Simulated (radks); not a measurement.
Results of a calculation; reference values are marked as such.
The boron anion B- inside a hard spherical wall (all orbitals vanish at R), configuration held at [He] 2s2 2p2 and not refilled when levels cross. Code: a radial shooting solver on a logarithmic mesh with Libxc functionals. Model: scalar-relativistic Kohn-Sham, LDA (Slater exchange, VWN5 correlation), spin-polarised, spherical densities, point nucleus; open shells are filled with parallel spins first. Eigenvalues in eV for spin up, with the zero of energy where the potential of the charges vanishes at infinity; a dash marks a level that is unbound or too diffuse for the functional's potential to be trusted. A positive occupied level is held by the wall or, in an anion where self-interaction has pushed it up, behind a barrier. The pressure on the wall is -dE/dV.

| R (bohr) | E (hartree) | kinetic (hartree) | e(1s) | e(2s) | e(2p) | e(3s, empty) | e(3p, empty) | pressure (GPa) |
|---|---|---|---|---|---|---|---|---|
| 20 | -24.39069 | 24.219 | -171.86 | -3.813 | 1.477 | 1.769 | 2.079 | 0.00155 |
| 15 | -24.38881 | 24.219 | -171.46 | -3.457 | 1.792 | 2.508 | 3.139 | 0.00602 |
| 10 | -24.38176 | 24.234 | -170.57 | -2.766 | 2.457 | 4.445 | 5.862 | 0.0762 |
| 8 | -24.37007 | 24.268 | -169.65 | -2.145 | 3.124 | 6.645 | 8.636 | 0.367 |
| 5 | -24.24491 | 24.679 | -164.55 | 1.005 | 6.824 | 19.229 | 22.018 | 11.7 |
| 4 | -24.01878 | 25.339 | -158.96 | 4.717 | 11.098 | 33.807 | 35.872 | 55.5 |
| 3 | -23.25472 | 27.217 | -147.08 | 14.475 | 21.469 | 70.396 | 68.077 | 362 |
| 2 | -19.85667 | 34.061 | -119.09 | 50.678 | 53.756 | 192.65 | 166.13 | 4230 |
